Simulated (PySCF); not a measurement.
Si(H)(NHSiH3)2(Me) (CH12N2Si3), SMILES C[SiH](N[SiH3])N[SiH3].

Coordinates come from a PBE-D3(BJ)/def2-SVP optimisation. One conformer was computed; it need not be the lowest.

Computed with PBE-D3(BJ)/def2-SVP in PySCF.

Frequencies are harmonic and unscaled.

Computed normal modes with their intensities:
```csv
mode,ν (cm⁻¹),IR (km/mol),moving atoms (share of kinetic energy)
1,29,1.0,"Si 51 %, H 24 %, C 13 %, N 12 %"
2,45,0.8,"H 60 %, Si 19 %, N 17 %"
3,71,0.1,"H 59 %, Si 21 %, N 10 %, C 9 %"
4,113,0.7,"H 52 %, N 28 %, Si 19 %"
5,133,0.1,"H 37 %, Si 28 %, C 23 %, N 12 %"
6,146,0.6,"H 67 %, C 12 %, N 12 %, Si 10 %"
7,165,0.4,H 90 %
8,211,6.1,"H 51 %, N 20 %, C 16 %, Si 13 %"
9,241,38.8,"H 44 %, N 41 %, Si 11 %"
10,297,5.5,"H 41 %, Si 35 %, N 18 %"
11,321,15.4,"H 60 %, Si 27 %, N 11 %"
12,397,81.1,"H 55 %, N 26 %, Si 18 %"
13,570,2.4,"H 33 %, Si 31 %, N 25 %, C 11 %"
14,601,14.8,"H 56 %, Si 30 %, N 12 %"
15,649,5.4,"H 77 %, Si 10 %, C 9 %"
16,676,3.9,"H 49 %, C 27 %, Si 20 %"
17,685,9.8,"H 85 %, Si 9 %"
18,694,19.3,"H 84 %, Si 10 %"
19,705,5.2,"H 77 %, N 12 %"
20,747,19.9,"H 62 %, N 15 %, C 15 %, Si 8 %"
21,783,95.2,"H 45 %, N 25 %, Si 21 %, C 10 %"
22,849,384.6,"H 65 %, Si 18 %, N 11 %"
23,875,425.5,"H 63 %, Si 20 %, N 12 %"
24,892,25.9,"H 73 %, N 18 %"
25,898,93.1,H 95 %
26,902,57.7,"H 76 %, N 14 %, Si 9 %"
27,915,184.4,"N 42 %, H 35 %, Si 23 %"
28,926,36.7,H 93 %
29,932,33.8,H 96 %
30,964,155.1,H 90 %
31,970,63.0,"H 84 %, Si 9 %"
32,1122,158.9,"H 63 %, N 33 %"
33,1147,164.9,"H 66 %, N 30 %"
34,1219,38.9,"H 77 %, C 22 %"
35,1380,4.6,H 96 %
36,1382,4.3,H 96 %
37,2127,133.0,H 96 %
38,2132,168.0,H 97 %
39,2139,193.9,H 96 %
40,2152,34.6,H 98 %
41,2157,101.7,H 98 %
42,2162,144.3,H 96 %
43,2172,117.2,H 96 %
44,2972,1.2,H 97 %
45,3071,3.4,"H 91 %, C 9 %"
46,3075,3.5,"H 91 %, C 9 %"
47,3508,30.2,H 93 %
48,3527,29.8,H 93 %
```
